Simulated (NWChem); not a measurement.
Molecule: CH4FNO2Si; SMILES N[Si]1(F)OCO1

```xyz
10

N     -1.2323     1.5085     0.0000
Si     0.0003     0.3577     0.0000
F      1.3589     1.2043     0.0000
O     -0.0289    -0.9005     1.1085
C      0.0093    -1.8177     0.0000
O     -0.0289    -0.9005    -1.1085
H     -1.0528     2.5026     0.0000
H     -2.2146     1.2731     0.0000
H      0.9378    -2.3983     0.0000
H     -0.8705    -2.4697     0.0000
```
Atoms are numbered in this order, from 1.

All runs: NWChem. Geometry: optimised at B3LYP/6-31G* (spherical d). Vertical excitations in the gas phase; the lowest state need not have the same character in each row.

For level PBE/def2-SVP, TDA:

```yaml
lowest excitation, singlet (eV): 7.01
lowest state with f > 0.02, singlet (eV): 7.05
orbital gap (eV): 6.81
```

Task: How do the values read with level B3LYP/def2-SVP, TDA instead?

Result: The lowest excitation, singlet (eV) is 7.53. The lowest state with f > 0.02, singlet (eV) comes out as 7.53. The orbital gap (eV) comes out as 8.70.
